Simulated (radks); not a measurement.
The numbers below are computed, except where a source is named.
Task: Valence configurations of Mn2+ (all share [Ar]). Code: a radial shooting solver on a logarithmic mesh with Libxc functionals. Model: scalar-relativistic Kohn-Sham, SCAN, spin-polarised, spherical densities, finite nucleus; open shells are filled with parallel spins first; meta-GGA in the generalised Kohn-Sham scheme; Fermi nuclear charge, rms radius 3.7057 fm. Order these by energy: 3d2 4s1 4p2; 3d4 4p1; 3d5; 3d3 4s1 4p1; 3d3 4p2; 3d4 4s0.5 4p0.5; 3d2 4p3; 3d2 4s2 4p1; 3d1.5 4s2 4p1.5.

Result: From the lowest, in eV above it: 3d5 0.000; 3d4 4s0.5 4p0.5 11.223; 3d4 4p1 14.414; 3d3 4s1 4p1 26.370; 3d3 4p2 33.361; 3d2 4s2 4p1 46.224; 3d2 4s1 4p2 50.029; 3d2 4p3 57.619; 3d1.5 4s2 4p1.5 60.317. NIST lists [Ar] 3d5 as the ground configuration; this level of theory agrees among the configurations tried. The energies are those of spherical high-spin densities, not of single terms. No valid solution was reached for [Ar] 3d4 4s1.
